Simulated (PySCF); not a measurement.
Polarisability and C₆ of S²⁺ (sulfur, charge +2)

[Ne] 3s2 3p2, high-spin 3P determinant. All numbers are calculated (PySCF 2.14, the non-relativistic Hamiltonian (point nucleus), in aug-cc-pV(Q+d)Z with one added diffuse shell each of s, p, d, f, g type (8s7p6d4f3g, 114 functions)). Coupled (time-dependent) response in atomic units; α is the mean over directions.

```json
{"method": "UHF", "mean α (bohr³)": "7.506", "α xx, yy, zz": "7.763, 7.377, 7.377", "C₆ (like pair)": "27.36", "S(−4)": "20.96"}
{"method": "PBE", "mean α (bohr³)": "7.309", "α xx, yy, zz": "7.487, 7.220, 7.220", "C₆ (like pair)": "26.45", "S(−4)": "18.52"}
{"method": "PBE0", "mean α (bohr³)": "7.322", "α xx, yy, zz": "7.530, 7.218, 7.218", "C₆ (like pair)": "26.52", "S(−4)": "18.72"}
{"method": "M06", "mean α (bohr³)": "7.291", "α xx, yy, zz": "7.418, 7.227, 7.227", "C₆ (like pair)": "25.80", "S(−4)": "19.26"}
```

S(−4) is the Cauchy moment in α(ω) = α(0) + S(−4) ω² + …

α(iu) at PBE:

| u (hartree) | α(iu) (bohr³) |
| --- | --- |
| 0 | 7.309 |
| 0.0500 | 7.263 |
| 0.100 | 7.129 |
| 0.200 | 6.646 |
| 0.300 | 5.983 |
| 0.500 | 4.571 |
| 0.750 | 3.167 |
| 1.00 | 2.242 |
| 1.50 | 1.259 |
| 2.00 | 0.8066 |
| 3.00 | 0.4256 |
| 5.00 | 0.1950 |

A single London oscillator, α(iu) = α/(1 + u²/ω²), gives C₆ = (3/4) ω α². Matching the computed C₆ needs ω = 4 × 26.45 / (3 × 7.309²) = 0.660 hartree.

For an ion, C₆ is the dispersion term alone; charge-induced terms of lower order in 1/R come first.

The components differ because the open shell of this determinant is not spherical; for a pure term their mean is the scalar polarisability.
